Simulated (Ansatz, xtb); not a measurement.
C4H3BrCl2O: which of two isomers lies lower

Structure a: `CC(=C=O)C(Cl)(Cl)Br`, a singlet. Structure b: `CC(=O)C(Br)=C(Cl)Cl`, a singlet. Both are isolated molecules in the gas phase, relaxed with B3LYP/def2-SVP; the shapes shown needn't be the lowest conformers.

a (Å):

```yaml
atoms:
  - { symbol: C, position_ang: [-0.7854, 2.4375, 1.2128] }
  - { symbol: C, position_ang: [-0.9706, 0.9385, 1.0916] }
  - { symbol: C, position_ang: [-0.8055, 0.3483, -0.0911] }
  - { symbol: C, position_ang: [-1.3136, 0.1125, 2.2777] }
  - { symbol: Br, position_ang: [0.1609, 0.1899, 3.6478] }
  - { symbol: Cl, position_ang: [-1.5526, -1.6082, 1.8252] }
  - { symbol: Cl, position_ang: [-2.8097, 0.7225, 3.0897] }
  - { symbol: O, position_ang: [-0.6486, -0.0920, -1.1537] }
  - { symbol: H, position_ang: [-0.5295, 2.8854, 0.2421] }
  - { symbol: H, position_ang: [0.0259, 2.6659, 1.9228] }
  - { symbol: H, position_ang: [-1.7120, 2.9076, 1.5776] }
```

b (Å):

```xyz
11

C    -2.2353   -0.5624    0.2015
C    -1.0201    0.0320    0.8845
C     0.0393   -0.9116    1.4176
C     1.1586   -0.5219    2.0858
Br   -0.2348   -2.7788    1.1197
Cl    2.3388   -1.6435    2.6747
Cl    1.5575    1.1138    2.4416
O    -0.8956    1.2310    1.0036
H    -1.9467   -1.1470   -0.6858
H    -2.8901    0.2667   -0.0951
H    -2.7763   -1.2480    0.8720
```

Quicker runs give these differences E(b) − E(a): GFN2-xTB −24.5 kJ/mol; HF/STO-3G −16.8 kJ/mol (at GFN2-xTB geometries); r2SCAN-D4/def2-SVP −12.8 kJ/mol (at GFN2-xTB geometries).

Problem. Estimate E(b) − E(a) at the level CCSD(T)/def2-SVP + ΔMP2/def2-TZVPP.

Solution. Calculated at CCSD(T)/def2-SVP + ΔMP2/def2-TZVPP: E(b) − E(a) = −19.6 kJ/mol, so structure b lies lower.

How the difference moves with the method:

```tsv
level	geometry	E(b) − E(a) (kJ/mol)	departure from the last row (kJ/mol)	job, with rough time for the two
GFN2-xTB	GFN2-xTB	−24.5	−5.0	optimisation, 0.3 s
HF/STO-3G	GFN2-xTB	−16.8	+2.8	single point, 0.62 s
r2SCAN-D4/def2-SVP	GFN2-xTB	−12.8	+6.8	single point, 4.5 s
B3LYP/def2-SVP	B3LYP/def2-SVP	−18.3	+1.3	optimisation, 41 s
HF/def2-SVP	B3LYP/def2-SVP	−20.2	−0.6	part of the CCSD(T) run
MP2/def2-SVP	B3LYP/def2-SVP	−5.0	+14.5	part of the CCSD(T) run
CCSD(T)/def2-SVP	B3LYP/def2-SVP	−14.9	+4.7	single point
CCSD(T)/def2-SVP + ΔMP2/def2-TZVPP	B3LYP/def2-SVP	−19.6		single point, 1.7 min
```

As drawn, both hold the same kinds of bond in the same numbers.

The levels shown agree on the order. The largest departure from CCSD(T)/def2-SVP + ΔMP2/def2-TZVPP is that of MP2/def2-SVP, 14.5 kJ/mol. The last row adds to CCSD(T) the change of the MP2 difference between the two basis sets, here −4.7 kJ/mol.

With thermal terms from frequencies at re-optimised GFN2-xTB minima (ideal gas, soft modes damped towards free rotors, one conformer each, 298.15 K, 1 atm): the zero-point term adds +1.7 kJ/mol; ΔH is −19.6 and ΔG −16.2 kJ/mol.

The correlated steps freeze 24 core orbitals; the filled d shell of Br is correlated, in a basis made for valence electrons. Run with Ansatz 0.2.0, xtb 6.7.1; the last row on 4 threads of Arm Neoverse V2 on a shared host.
